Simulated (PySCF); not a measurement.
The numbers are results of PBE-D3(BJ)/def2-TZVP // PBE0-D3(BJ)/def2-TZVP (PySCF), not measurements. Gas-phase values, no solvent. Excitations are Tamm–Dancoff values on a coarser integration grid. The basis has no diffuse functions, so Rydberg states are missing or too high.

Reference species (SMILES): `C(/C)=C/C#C` (neutral, multiplicity 1).

- S1 oscillator strength: 0.000
- S1–T1 gap (TDA): 1.68 eV

Changed species: `C#C/C=C/C`.

Q: What does the change do to the S1 oscillator strength and S1–T1 gap (TDA)?

A: the S1 oscillator strength stays essentially unchanged; the S1–T1 gap (TDA) decreases by 0.02 eV, to 1.66 eV.
